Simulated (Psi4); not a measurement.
phosphoric acid (H₃O₄P), singlet, at a GFN2-xTB geometry; M06-2X/def2-SVP in Psi4.

Input for Psi4:
```
memory 2 GB

molecule {
0 1
  O     0.49639997    0.07749188    1.46274063
  P     0.07763513   -0.00187854   -0.06678288
  O     1.18776102   -0.02874031   -1.02172942
  O    -0.88586825   -1.26330432   -0.10643158
  O    -0.92691551    1.21766505   -0.22393643
  H     1.27103163    0.62878945    1.55130795
  H    -0.37287092   -2.04878771   -0.28441190
  H    -1.03370548    1.42327804   -1.15029845
}

set basis def2-svp
set dft_nuclear_scheme stratmann

energy('m06-2x')
print_variables()
```

The log (banner, timings and long lists left out):

```
   => Loading Basis Set <=

    Name: DEF2-SVP
    Role: ORBITAL
    Keyword: BASIS

         ---------------------------------------------------------
                                   SCF
               by Justin Turney, Rob Parrish, Andy Simmonett
                          and Daniel G. A. Smith
                              RKS Reference
         ---------------------------------------------------------

  ==> Geometry <==

    Molecular point group: c1
    Full point group: C1

    Geometry (in Angstrom), charge = 0, multiplicity = 1:

       Center              X                  Y                   Z               Mass
    ------------   -----------------  -----------------  -----------------  -----------------
         O            0.494249091452     0.077543923226     1.464590846956    15.994914619570
         P            0.075484251452    -0.001826496774    -0.064932663044    30.973761998420
         O            1.185610141452    -0.028688266774    -1.019879203044    15.994914619570
         O           -0.888019128548    -1.263252276774    -0.104581363044    15.994914619570
         O           -0.929066388548     1.217717093226    -0.222086213044    15.994914619570
         H            1.268880751452     0.628841493226     1.553158166956     1.007825032230
         H           -0.375021798548    -2.048735666774    -0.282561683044     1.007825032230
         H           -1.035856358548     1.423330083226    -1.148448233044     1.007825032230

  Running in c1 symmetry.

  Rotational constants: A =      0.15090  B =      0.15090  C =      0.15045 [cm^-1]
  Rotational constants: A =   4523.84322  B =   4523.84320  C =   4510.49390 [MHz]
  Nuclear repulsion =  281.653592056434150

  Charge       = 0
  Multiplicity = 1
  Electrons    = 50
  Nalpha       = 25
  Nbeta        = 25

  ==> Algorithm <==

  SCF Algorithm Type is DF.
  DIIS enabled.
  MOM disabled.
  Fractional occupation disabled.
  Guess Type is SAD.
  Energy threshold   = 1.00e-06
  Density threshold  = 1.00e-06
  Integral threshold = 1.00e-12

  ==> Primary Basis <==

  Basis Set: DEF2-SVP
    Blend: DEF2-SVP
    Number of shells: 41
    Number of basis functions: 89
    Number of Cartesian functions: 94
    Spherical Harmonics?: true
    Max angular momentum: 2

  ==> DFT Potential <==

   => LibXC <=

    Version 7.1.2
    S. Lehtola, C. Steigemann, M. J. T. Oliveira, and M. A. L. Marques,  SoftwareX 7, 1–5 (2018) (10.1016/j.softx.2017.11.002)

[...]
   @DF-RKS iter   4:  -643.67953891992192   -3.53615e-03   4.20450e-04 ADIIS/DIIS
   @DF-RKS iter   5:  -643.68005043602955   -5.11516e-04   6.71602e-05 DIIS
   @DF-RKS iter   6:  -643.68006625215321   -1.58161e-05   1.40215e-05 DIIS
   @DF-RKS iter   7:  -643.68006692793472   -6.75782e-07   1.31701e-06 DIIS
   @DF-RKS iter   8:  -643.68006694067435   -1.27396e-08   2.72023e-07 DIIS
  Energy and wave function converged.

  ==> Post-Iterations <==

   Electrons on quadrature grid:
      Ntotal   =   49.9999947212 ; deviation = -5.279e-06

    Orbital Energies [Eh]
    ---------------------

    Doubly Occupied:

[...]
      25A     -0.372668

    Virtual:

[...]
      89A      3.720117

    Final Occupation by Irrep:
              A
    DOCC [    25 ]
    NA   [    25 ]
    NB   [    25 ]

  @DF-RKS Final Energy:  -643.68006694067435

   => Energetics <=

    Nuclear Repulsion Energy =            281.6535920564341495
    One-Electron Energy =               -1447.6464480047534380
    Two-Electron Energy =                 550.4767978445897825
    DFT Exchange-Correlation Energy =     -28.1640088369449124
    Empirical Dispersion Energy =           0.0000000000000000
    VV10 Nonlocal Energy =                  0.0000000000000000
    Total Energy =                       -643.6800669406743509

Computation Completed

Properties will be evaluated at   0.000000,   0.000000,   0.000000 [a0]

Properties computed using the SCF density matrix

 Multipole Moments:

 ------------------------------------------------------------------------------------
     Multipole            Electronic (a.u.)      Nuclear  (a.u.)        Total (a.u.)
 ------------------------------------------------------------------------------------

 L = 1.  Multiply by 2.5417464519 to convert [e a0] to [Debye]
 Dipole X            :          0.1556053           -0.2032285           -0.0476232
 Dipole Y            :         -0.0038402            0.0049175            0.0010773
 Dipole Z            :         -0.1338968            0.1748202            0.0409234
 Magnitude           :                                                    0.0628001

 ------------------------------------------------------------------------------------

  Variable Map:
  ----------------------------------------------------------------------------
[...]
  Array Variable Map:
  ----------------------------------------------------------------------------
[...]
[...]
```
